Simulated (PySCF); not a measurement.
# Electron correlation in S (sulfur, neutral)

[Ne] 3s2 3p4, high-spin 3P determinant. All numbers are calculated (PySCF 2.14, the spin-free X2C one-electron Hamiltonian (Gaussian nucleus), in aug-cc-pCVTZ-DK). Frozen: [Ne]; 6 electrons correlated.

| level | correlation energy (mhartree) |
| --- | --- |
| CCSD | -143.06 |
| (T) | -5.17 |
| CCSD(T) | -148.23 |

Diagnostics: T1 = 0.010, D1 = 0.0319, largest double amplitude 0.039.

Problem. Is a single reference adequate?

Solution. Yes: T1 lies below 0.03 and no double amplitude reaches 0.07.
